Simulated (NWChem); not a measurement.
[MgH][O][SiH3] (MgSiH₄O), optimised at PBE0/def2-SVP with NWChem:

- highest occupied level (eV) = -7.94
- orbital gap (eV) = 7.14
- dipole (D) = 1.34
- highest harmonic frequency (cm⁻¹) = 2207
- zero-point energy (kcal/mol) = 21.6

All stand in one matching conformer (torsions within 35°), which need not be the lowest. This build's default masses of Se (78.918 u) and Br (79.917 u) are each other's, which moves their modes by up to 0.6 %.

Q: One Mg atom is replaced by Se, giving [SiH3]O[SeH] (SiH₄SeO), optimised at the same level. How do these values move?

A: 
```json
[
 {"quantity": "highest occupied level (eV)", "new value": "-6.76", "change": "+1.18"},
 {"quantity": "orbital gap (eV)", "new value": "5.43", "change": "-1.71"},
 {"quantity": "dipole (D)", "new value": "1.33", "change": "-0.01"},
 {"quantity": "highest harmonic frequency (cm⁻¹)", "new value": "2402", "change": "+195"},
 {"quantity": "zero-point energy (kcal/mol)", "new value": "23.2", "change": "+1.6"}
]
```
